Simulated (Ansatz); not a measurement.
Consider the formal exchange of groups at the Si–O bond: `O[SiH](O)O[SiH3]` + SiH₄ → `O[SiH]([SiH3])O[SiH3]` + H₂O.

Computed with Ansatz on PBE0-D4/def2-TZVP structures; ΔE is electronic, products minus reactants. CCSD(T)/CBS adds triple-zeta CCSD(T) − MP2 to the extrapolated MP2 energy (def2 sets, frozen cores). This one scheme is used for every species. DFT in def2-TZVPP. One conformer a species, not always the lowest.

(1) Is it downhill or uphill in electronic energy at CCSD(T)/CBS, and by how much? (Estimate.)

(2) What do these levels give: r2SCAN-D4, B97M-V, BHLYP-D4, PBE, r2SCAN, r2SCAN0? (An estimate is asked.)

Largest T1 diagnostic among the species: 0.013.

Answers

(1) Ansatz gave: Uphill: ΔE = +133.0 kJ/mol.

(2) Computed: r2SCAN-D4 132.9, B97M-V 134.6, BHLYP-D4 142.7, PBE 114.7, r2SCAN 134.3, r2SCAN0 137.8 kJ/mol.

In def2-TZVPP, CCSD(T) changes the Hartree–Fock value by −26.9 kJ/mol (the triples alone add −3.8 kJ/mol) and MP2 by −21.3 kJ/mol. The D4 term adds −7.2 kJ/mol with B3LYP and −4.3 kJ/mol with PBE0; it sums over pairs of atoms, weighted by their polarisabilities, and B3LYP, whose exchange is more repulsive, gets the larger term. At CCSD(T), def2-SVP lies +4.2 kJ/mol from the extrapolated value and def2-TZVPP +4.3 kJ/mol.

B3LYP here is the variant with VWN-RPA as its local correlation; programs differ in this.
